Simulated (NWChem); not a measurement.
CH8N2Si; SMILES C[SiH](N)N

```xyz
12

Si    -0.0913    -0.3421     0.0000
C      1.7286     0.1370     0.0000
N     -0.7518     0.2078     1.5197
N     -0.7518     0.2078    -1.5197
H     -0.3364    -1.8084     0.0000
H      2.2350    -0.2532     0.8890
H      1.8587     1.2274     0.0000
H      2.2350    -0.2532    -0.8890
H     -1.6814    -0.0936     1.7905
H     -0.5992     1.1665     1.8142
H     -1.6814    -0.0936    -1.7905
H     -0.5992     1.1665    -1.8142
```
Atoms are numbered in this order, from 1.

Coordinates come from a B3LYP/6-31G* (spherical d) optimisation.

Symmetry labels are those of Cs in the frame above (b1 and b2, or b-type labels, depend on it).

Q: List the 6 lowest vertical singlet excitations from B3LYP/def2-SVP, full TDDFT (NWChem).

A: 
| state | energy (eV) | oscillator strength | symmetry | leading excitation (squared amplitude) |
|---|---|---|---|---|
| S1 | 6.48 | 0.043 | a" | HOMO → LUMO (0.97) |
| S2 | 7.09 | 0.034 | a' | HOMO → LUMO+1 (0.73) |
| S3 | 7.45 | 0.014 | a" | HOMO → LUMO+2 (0.96) |
| S4 | 7.62 | 0.016 | a' | HOMO−1 → LUMO (0.73) |
| S5 | 7.78 | 0.000 | a" | HOMO → LUMO+3 (0.95) |
| S6 | 8.33 | 0.067 | a" | HOMO−1 → LUMO+1 (0.94) |
